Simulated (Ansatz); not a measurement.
Reactions of `C[O][Mo]([OH])([F])([F])([F])[O]C`.

Gas-phase electronic energies from Ansatz, PBE0-D4/def2-TZVP geometries. CCSD(T)/CBS is the MP2 limit (def2-TZVPP, def2-QZVPP) plus CCSD(T) − MP2 in def2-TZVPP, frozen cores. This one scheme is used for every species. def2 core potentials past Kr. For Mo outer-core shells are correlated without core-valence functions, which leaves a few kJ/mol of doubt a bond. One conformer a species, not always the lowest.

Q: Order these by ΔE at CCSD(T)/CBS, lowest first. (An estimate is asked.)
A. `C[O][Mo]([OH])([F])([F])([F])[O]C` + HCl → `C[O][Mo]([F])([F])([F])([Cl])[O]C` + H₂O
B. `C[O][Mo]([OH])([F])([F])([F])[O]C` + HCl → `C[O][Mo]([OH])([F])([F])([F])[Cl]` + CH₃OH
C. `C[O][Mo]([OH])([F])([F])([F])[O]C` + H₂O → `C[O][Mo]([OH])([OH])([F])([F])[O]C` + H–F
D. `C[O][Mo]([OH])([F])([F])([F])[O]C` + HCl → `C[O][Mo]([OH])([F])([F])([Cl])[O]C` + H–F

A: A (-1.9 kcal/mol), D (+0.9 kcal/mol), B (+7.4 kcal/mol), C (+11.5 kcal/mol).

Largest T1 diagnostic: 0.025, for `C[O][Mo]([OH])([F])([F])([F])[Cl]`.
